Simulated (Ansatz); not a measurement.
One change: `OC(Cl)[SiH2]Cl` becomes `OC(Cl)[O][SbH2]`.

Ansatz, PBE0-D4/def2-TZVP geometries, multiplicity 1. Each molecule was computed in one conformer, which needn't be the lowest.

Elements past krypton have def2 core potentials.  Spin–orbit coupling is left out; it splits and shifts lone-pair levels of the heavy atoms by tenths of an eV.

```
                               property  `OC(Cl)[SiH2]Cl`
HOMO–LUMO gap (ωB97M-V/def2-TZVPP) / eV             11.74
     LUMO energy (PBE0/def2-TZVPP) / eV             -0.43
  HOMO energy (ωB97M-V/def2-TZVPP) / eV            -10.38
  HOMO–LUMO gap (B3LYP/def2-TZVPP) / eV              7.26
      LUMO energy (PBE/def2-TZVPP) / eV             -1.33
      HOMO energy (PBE/def2-TZVPP) / eV             -6.75
```

Give the same properties after the change, and the shifts. (Estimate.)

Ansatz gave: 
```tsv
property	`OC(Cl)[O][SbH2]`	shift
HOMO–LUMO gap (ωB97M-V/def2-TZVPP) / eV	10.11	-1.63
LUMO energy (PBE0/def2-TZVPP) / eV	-1.51	-1.08
HOMO energy (ωB97M-V/def2-TZVPP) / eV	-9.84	0.54
HOMO–LUMO gap (B3LYP/def2-TZVPP) / eV	5.78	-1.48
LUMO energy (PBE/def2-TZVPP) / eV	-2.30	-0.97
HOMO energy (PBE/def2-TZVPP) / eV	-6.46	0.29
```

With PBE0 the HOMO rises by 0.44 eV and the LUMO falls by 1.08 eV, so the gap narrows by about 1.52 eV. PBE moves the HOMO by 0.29 eV and ωB97M-V by 0.54 eV.

Positive LUMOs are unbound, so they and the gaps depend on the basis.

B3LYP here is the variant with VWN-RPA as its local correlation; programs differ in this.
